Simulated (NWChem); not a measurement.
System: C$_{3}$H$_{3}$N$_{2}$ anion

```xyz
8

C      0.0000     0.0000    -1.1713
C      0.0000     1.0973    -0.2888
N      0.0000     0.6776     0.9926
N      0.0000    -0.6776     0.9926
C      0.0000    -1.0973    -0.2888
H      0.0000     0.0000    -2.2620
H      0.0000     2.1646    -0.5244
H      0.0000    -2.1646    -0.5244
```
Atoms are numbered in this order, from 1.

Program: NWChem. Pople sets run with spherical d functions. All runs use the structure optimised with B3LYP/def2-SVPD. Not confirmed as a minimum by frequencies. Level: M06-2X/6-31+G* with SMD (1 M gas to 1 M solution), gas-phase geometry. Reactions with the solvent are ignored.

Task: Order these by “cavity-dispersion-structure term (kcal/mol)”, lowest first: 2-propanol; diethyl ether; ethylene glycol.

Result: diethyl ether (0.2), 2-propanol (1.3), ethylene glycol (3.6)
